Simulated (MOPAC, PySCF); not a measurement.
CHF$_{3}$Se, SMILES `C(F)(F)([SeH])F`, neutral singlet in the gas phase. 

Cartesian coordinates (Å):
```xyz
6

F     -0.7775     1.0483    -0.6891
C     -0.4918    -0.0637     0.0014
F     -0.6131    -1.0963    -0.8439
F     -1.4124    -0.2029     0.9658
Se     1.2856     0.0085     0.8602
H      1.9634     0.1223    -0.4406
```
Charge 0, spin multiplicity 1.

All levels are single points at this geometry (B3LYP-D3(BJ)/def2-TZVP); Pople sets use spherical d functions. Orbital energies aren't observables, and empty levels follow the basis.

B3LYP/LANL2DZ in PySCF gives HOMO (eV) = -7.69.

**Question.** Estimate the HOMO (eV) from each of these levels: B3LYP-D3(BJ)/def2-TZVP in PySCF; BP86/6-31G* in PySCF; M06-2X/6-31G* in PySCF; AM1 in MOPAC; PM6 in MOPAC.

**Answer.** 
```json
[
 {"level": "B3LYP-D3(BJ)/def2-TZVP in PySCF", "HOMO (eV)": "-7.45"},
 {"level": "BP86/6-31G* in PySCF", "HOMO (eV)": "-6.22"},
 {"level": "M06-2X/6-31G* in PySCF", "HOMO (eV)": "-8.76"},
 {"level": "AM1 in MOPAC", "HOMO (eV)": "-8.40"},
 {"level": "PM6 in MOPAC", "HOMO (eV)": "-9.57"}
]
```
